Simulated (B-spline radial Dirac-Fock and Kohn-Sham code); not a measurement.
Compton profile of Tm¹⁰⁺

System: thulium as Tm¹⁰⁺ in the configuration [Kr] 4d10 4f11 5s2.

The run's input, task.json:

```json
{"items": [{
  "Z": 69,
  "q": 10,
  "cfg": [[1, 0, 2], [2, 0, 2], [2, 1, 6], [3, 0, 2], [3, 1, 6], [3, 2, 10], [4, 0, 2], [4, 1, 6], [4, 2, 10], [4, 3, 11], [5, 0, 2]],
  "A": 169,
  "rrms": 5.2256,
  "do": ["scatter"],
  "s": [0.0, 0.05, 0.06, 0.08, 0.1, 0.13, 0.16, 0.2, 0.25, 0.32, 0.4, 0.5, 0.63, 0.79, 0.99, 1.24, 1.55, 1.95, 2.44, 3.07, 3.85, 4.83, 6.06],
  "pz": [0, 0.1, 0.14, 0.21, 0.3, 0.43, 0.62, 0.9, 1.3, 1.9, 2.7, 3.9, 5.6, 8.1, 12.0, 17.0, 24.0, 35.0, 51.0, 73.0, 110.0],
  "hv_scatter": [8047.8, 10000, 17479.3, 20000, 50000, 200000, 500000, 1000000]
}]}
```

Run with: `python xray_run.py task.json out`

Model: the impulse approximation on Dirac-Fock orbitals of the configuration average with a finite nucleus. Program: an atomic code on a B-spline grid. pz is in atomic units of momentum; subshell profiles are per electron, for a selection of subshells; open shells are spread over both j values by their weights.

```csv
pz,J total,J 2p3/2,J 4s1/2,J 4f5/2,J 5s1/2
0.9,4.479,0.0211,0.160,0.0881,0.209
1.3,4.204,0.0211,0.137,0.0880,0.107
1.9,3.906,0.0211,0.0983,0.0870,0.0430
2.7,3.517,0.0211,0.0543,0.0817,0.0369
3.9,2.693,0.0211,0.0223,0.0640,0.0184
5.6,1.684,0.0209,0.0172,0.0366,0.00399
8.1,0.9638,0.0204,0.0110,0.0136,0.00303
12,0.5172,0.0185,0.00206,0.00274,0.000529
17,0.2648,0.0145,0.00151,0.000386,0.000309
24,0.1207,0.00859,0.000541,3.43e-05,0.000118
35,0.04507,0.00303,6.02e-05,1.51e-06,1.24e-05
51,0.01546,0.000624,4.53e-05,< 1e-6,9.08e-06
73,0.005139,9.02e-05,2.19e-05,< 1e-6,4.42e-06
110,0.001232,7.13e-06,5.16e-06,< 1e-6,1.04e-06
```

Question: What is the peak value J(0), and which subshell contributes most to it?

Answer: J(0) = 4.938. The 5s1/2 subshell gives the largest part, 17 %.

Mean momentum ⟨p⟩ by subshell (a.u.): 1s1/2 69.6, 2s1/2 24.8, 2p1/2 32.9, 2p3/2 29.7, 3s1/2 12.5, 3p1/2 14.9, 3p3/2 14.0, 3d3/2 16.8, 3d5/2 16.4, 4s1/2 6.33, 4p1/2 7.07, 4p3/2 6.66, 4d3/2 7.28, 4d5/2 7.13, 4f5/2 6.98, 4f7/2 6.91, 5s1/2 2.86.

Values without a named source are computed, but for edge energies of neutral atoms, which are taken from tables.
